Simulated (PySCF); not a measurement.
PySCF job for hydrogen bromide (BrH), SMILES Br, TDDFT-M06-2X/def2-TZVPD. Geometry optimised at PBE-D3(BJ)/def2-TZVPD.

```python
import numpy as np
from pyscf import gto, scf, dft, tdscf

mol = gto.M(
    atom='''
    Br    0.00000000    0.00000000   -0.03980115
    H     0.00000000    0.00000000    1.39304039
    ''',
    basis='def2-TZVPD',
    charge=0,
    spin=0,
    symmetry=True,
    symmetry_subgroup='C2v',
    max_memory=1600,
    verbose=4,
)
mf = dft.RKS(mol, xc='m06-2x').density_fit(auxbasis='def2-universal-jkfit')
mf.grids.level = 4
mf.conv_tol = 1e-9
mf.max_cycle = 100
mf.kernel()
mf.grids = dft.Grids(mol).set(level=2).build(with_non0tab=True)  # coarser grid for the response kernel
td = tdscf.TDDFT(mf)
td.singlet = True
td.nstates = 10
td.conv_tol = 1e-4
td.positive_eig_threshold = 1e-6
td.kernel(x0=td.get_init_guess(mf, 15))
td.analyze()
tt = tdscf.TDA(mf)
tt.singlet = False
tt.nstates = 4
tt.conv_tol = 1e-4
tt.positive_eig_threshold = 1e-6
tt.kernel(x0=tt.get_init_guess(mf, 9))
tt.analyze(verbose=3)
```

It prints:

```
PySCF version 2.14.0

[INPUT] verbose = 4
[INPUT] num. atoms = 2
[INPUT] num. electrons = 36
[INPUT] charge = 0
[INPUT] spin (= nelec alpha-beta = 2S) = 0
[INPUT] symmetry True subgroup C2v
[INPUT] Mole.unit = angstrom
[INPUT] Symbol           X                Y                Z      unit          X                Y                Z       unit  Magmom
[INPUT]  1 Br     0.000000000000   0.000000000000  -0.039801150000 AA    0.000000000000   0.000000000000  -0.075213272943 Bohr   0.0
[INPUT]  2 H      0.000000000000   0.000000000000   1.393040390000 AA    0.000000000000   0.000000000000   2.632464817557 Bohr   0.0

nuclear repulsion = 12.9262042348381
point group symmetry = Coov, use subgroup C2v
symmetry origin: [0.00000000e+00 0.00000000e+00 7.34893492e-09]
symmetry axis x: [1. 0. 0.]
symmetry axis y: [0. 1. 0.]
symmetry axis z: [0. 0. 1.]
num. orbitals of irrep A1 = 30
num. orbitals of irrep A2 = 6
num. orbitals of irrep B1 = 15
num. orbitals of irrep B2 = 15
number of shells = 24
number of NR pGTOs = 123
number of NR cGTOs = 66
basis = def2-TZVPD
ecp = {}


[settings echo left out]
init E= -2573.66347709597
HOMO (B2) = -0.361300940528538  LUMO (A1) = -0.013193765322228  gap/eV = 9.47248
cycle= 1 E= -2574.77964210141  delta_E= -1.12  |g|= 0.216  |ddm|= 1.07
HOMO (B1) = -0.360260094294363  LUMO (A1) = -0.00911923046663254  gap/eV = 9.55503
cycle= 2 E= -2574.7877130154  delta_E= -0.00807  |g|= 0.122  |ddm|= 0.249
HOMO (B2) = -0.369051525016218  LUMO (A1) = 0.00263308550255292  gap/eV = 10.11405
cycle= 3 E= -2574.79139078663  delta_E= -0.00368  |g|= 0.0203  |ddm|=  0.1
HOMO (B2) = -0.368402636539561  LUMO (A1) = 0.0029731049481283  gap/eV = 10.10565
cycle= 4 E= -2574.79147360668  delta_E= -8.28e-05  |g|= 0.0061  |ddm|= 0.0164
HOMO (B1) = -0.368890082176313  LUMO (A1) = 0.00348509458069213  gap/eV = 10.13284
cycle= 5 E= -2574.7914805575  delta_E= -6.95e-06  |g|= 0.00113  |ddm|= 0.00439
HOMO (B2) = -0.368597698367457  LUMO (A1) = 0.003518218881851  gap/eV = 10.12579
cycle= 6 E= -2574.7914808249  delta_E= -2.67e-07  |g|= 0.000267  |ddm|= 0.00123
HOMO (B2) = -0.368665520651774  LUMO (A1) = 0.00349635252120173  gap/eV = 10.12704
cycle= 7 E= -2574.79148083981  delta_E= -1.49e-08  |g|= 2.36e-05  |ddm|= 0.000268
HOMO (B1) = -0.368658915974541  LUMO (A1) = 0.0034985355988173  gap/eV = 10.12692
cycle= 8 E= -2574.79148084011  delta_E= -3.04e-10  |g|= 2.05e-06  |ddm|= 3.86e-05
HOMO (B1) = -0.368659480750297  LUMO (A1) = 0.00349834299866458  gap/eV = 10.12693
Extra cycle  E= -2574.79148084011  delta_E= 4.55e-12  |g|= 8.13e-07  |ddm|= 3.74e-06
converged SCF energy = -2574.79148084011
tot grids = 18448
Overwritten attributes  positive_eig_threshold  of <class 'pyscf.tdscf.rks.TDDFT'>


******** <class 'pyscf.tdscf.rks.TDDFT'> for <class 'pyscf.df.df_jk.DFSymAdaptedRKS'> ********
nstates = 10 singlet
deg_eia_thresh = 1.000e-03
wfnsym = None
conv_tol = 0.0001
eigh lindep = 1e-12
eigh level_shift = 0
eigh max_cycle = 100


Excitation energies (eV)
[6.58247139 6.58247139 8.68217509 8.68217509 8.77823392 8.77823392
 8.8905866  8.95198915 8.95203138 9.29086878]

** Singlet excitation energies and oscillator strengths **
Excited State   1:   B2      6.58247 eV    188.36 nm  f=0.0113
      18 -> 19        0.66830
      18 -> 23        0.18910
Excited State   2:   B1      6.58247 eV    188.36 nm  f=0.0113
      17 -> 19        0.66830
      17 -> 23        0.18910
Excited State   3:   B2      8.68218 eV    142.80 nm  f=0.0600
      18 -> 19       -0.19228
      18 -> 20       -0.51654
      18 -> 23        0.43115
Excited State   4:   B1      8.68218 eV    142.80 nm  f=0.0600
      17 -> 19       -0.19228
      17 -> 20       -0.51654
      17 -> 23        0.43115
Excited State   5:   B1      8.77823 eV    141.24 nm  f=0.1024
      17 -> 20        0.46747
      17 -> 23        0.51760
Excited State   6:   B2      8.77823 eV    141.24 nm  f=0.1024
      18 -> 20        0.46747
      18 -> 23        0.51760
Excited State   7:   A2      8.89059 eV    139.46 nm  f=0.0000
      17 -> 22       -0.49710
      18 -> 21        0.49710
Excited State   8:   A1      8.95199 eV    138.50 nm  f=0.0000
      17 -> 21       -0.49672
      18 -> 22        0.49672
Excited State   9:   A2      8.95203 eV    138.50 nm  f=0.0000
      17 -> 22        0.49673
      18 -> 21        0.49673
Excited State  10:   A1      9.29087 eV    133.45 nm  f=0.0027
      16 -> 19       -0.11588
      17 -> 21        0.49026
      18 -> 22        0.49026

** Transition electric dipole moments (AU) **
state          X           Y           Z        Dip. S.      Osc.
  1        -0.0000      0.2647     -0.0000      0.0701      0.0113
  2         0.2647     -0.0000     -0.0000      0.0701      0.0113
  3         0.0000     -0.5309     -0.0000      0.2819      0.0600
  4        -0.5309      0.0000      0.0000      0.2819      0.0600
  5        -0.6901     -0.0000      0.0000      0.4762      0.1024
  6        -0.0000     -0.6901     -0.0000      0.4762      0.1024
  7        -0.0000     -0.0000      0.0000      0.0000      0.0000
  8        -0.0000      0.0000      0.0000      0.0000      0.0000
  9         0.0000     -0.0000      0.0000      0.0000      0.0000
 10        -0.0000      0.0000     -0.1082      0.0117      0.0027

** Transition velocity dipole moments (imaginary part, AU) **
state          X           Y           Z        Dip. S.      Osc.
  1        -0.0000      0.0683     -0.0000      0.0047      0.0129
  2         0.0683     -0.0000     -0.0000      0.0047      0.0129
  3        -0.0000     -0.1732      0.0000      0.0300      0.0627
  4        -0.1732      0.0000      0.0000      0.0300      0.0627
  5        -0.2293      0.0000      0.0000      0.0526      0.1087
  6        -0.0000     -0.2293     -0.0000      0.0526      0.1087
  7         0.0000     -0.0000      0.0000      0.0000      0.0000
  8        -0.0000      0.0000      0.0000      0.0000      0.0000
  9        -0.0000     -0.0000      0.0000      0.0000      0.0000
 10        -0.0000      0.0000     -0.0397      0.0016      0.0031

** Transition magnetic dipole moments (imaginary part, AU) **
state          X           Y           Z
  1         0.3672      0.0000      0.0000
  2        -0.0000     -0.3672      0.0000
  3         0.1883     -0.0000     -0.0000
  4        -0.0000     -0.1883     -0.0000
  5        -0.0000     -0.0868     -0.0000
  6         0.0868      0.0000     -0.0000
  7        -0.0000      0.0000      0.0000
  8         0.0000      0.0000      0.0000
  9        -0.0000     -0.0000      0.0000
 10         0.0000      0.0000     -0.0000
Overwritten attributes  positive_eig_threshold  of <class 'pyscf.tdscf.rks.TDA'>


******** <class 'pyscf.tdscf.rks.TDA'> for <class 'pyscf.df.df_jk.DFSymAdaptedRKS'> ********
nstates = 4 triplet
deg_eia_thresh = 1.000e-03
wfnsym = None
conv_tol = 0.0001
eigh lindep = 1e-12
eigh level_shift = 0
eigh max_cycle = 100


Excitation energies (eV)
[6.11776641 6.11776641 8.56860723 8.56860723]

** Triplet excitation energies and oscillator strengths **
Excited State   1:   B1      6.11777 eV    202.66 nm  f=0.0000
Excited State   2:   B2      6.11777 eV    202.66 nm  f=0.0000
Excited State   3:   B1      8.56861 eV    144.70 nm  f=0.0000
Excited State   4:   B2      8.56861 eV    144.70 nm  f=0.0000
```

Self-consistency was reached.
